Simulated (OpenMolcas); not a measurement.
**Cr4+ in a ligand field**

Cr4+ with 6 ligands (chloride) in octahedral coordination (Oh) at 2.31 Å. A charge of +0.333 e stands 2.6 Å behind each ligand. Ligand basis ANO-RCC-VDZP.

```yaml
Program: OpenMolcas 26.06
Method: CASSCF
Basis: ANO-RCC-VTZP [6s5p3d2f1g]
Scalar_Hamiltonian: DKH2, point nucleus
Active_space: 2 electrons in 5 orbitals (3d)
State_averaging: 2S+1 = 3 even, 10 roots; 2S+1 = 1 even, 15 roots
Spin-orbit_coupling: state interaction with AMFI integrals over the reference wave functions
```

The lowest spin-free states (labels of O, the rotations of Oh), above the lowest:

```json
{"State": "3T1", "Degeneracy": "3", "E (cm-1)": "0.0"}
{"State": "1T2", "Degeneracy": "3", "E (cm-1)": "14633"}
{"State": "3T2", "Degeneracy": "3", "E (cm-1)": "14889"}
{"State": "1E", "Degeneracy": "2", "E (cm-1)": "15191"}
{"State": "3T1", "Degeneracy": "3", "E (cm-1)": "26717"}
{"State": "2S+1 = 1", "Degeneracy": "3", "E (cm-1)": "28595"}
{"State": "1A1", "Degeneracy": "1", "E (cm-1)": "30524"}
{"State": "2S+1 = 1", "Degeneracy": "3", "E (cm-1)": "31588"}
{"State": "3A2", "Degeneracy": "1", "E (cm-1)": "34005"}
{"State": "1E", "Degeneracy": "2", "E (cm-1)": "45722"}
{"State": "1A1", "Degeneracy": "1", "E (cm-1)": "62257"}
```

The lowest levels with spin-orbit coupling:

```
E (cm-1)  Degeneracy      2S+1
     0.0           2         3
     6.3           3         3
   366.5           3         3
   544.9           1         3
   14631           3  1 (66 %)
   14939           1         3
   15153           3         3
   15155           2         3
   15200           3  3 (66 %)
   15383           2         1
   26678           1         3
   26801           3         3
   27004           3         3
   27021           2         3
   28798           3         1
   30729           1         1
   31783           3         1
   34210           3         3
   45919           2         1
   62455           1         1
```

Powder χT (cm3 K/mol): 0.0512 at 2 K, 0.128 at 10 K, 0.234 at 50 K, 0.357 at 100 K, 0.584 at 200 K, 0.757 at 300 K. The effective moment at 300 K is 2.828 √(χT) = 2.46 μB.

The lowest level has 2S+1 = 3, for which the spin-only value is χT = S(S+1) / 2 = 1.000 cm3 K/mol (g = 2). The computed 0.757 at 300 K differs by -0.243, through orbital momentum, spin-orbit coupling and any other state in reach. With a threefold ground state the orbital momentum is unquenched, so the spin-only value is not expected to hold.

Metal share of the active 3d orbitals (Löwdin): 74, 74, 95, 95, 95 %; Mulliken charge of the metal 0.76.

An orbital triplet at a regular site is open to Jahn-Teller coupling, which can distort the site and quench the lowest spin-orbit gaps and is left out. Without dynamic correlation the repulsion within the d shell is too large (B by tens of per cent), so at a given field states of lower spin stand too high. The least metal-like active orbital is 74 % on the metal (Löwdin) and no ligand orbital is active, so the numbers are rough. Ligand-to-metal charge-transfer states are missing. With no ligand orbital active B as a rule stays too high, so bands that hang on it stand too high and its fall with covalency is understated. With metal d orbitals alone and no dynamic correlation the field as a rule comes out too small, by tens of per cent, by up to half for chloride and softer ligands. No measured value stands beside these numbers; the geometry is a model, was not optimised and need not be the one that this ion takes.

A state without a sure symmetry label is named by its multiplicity alone.
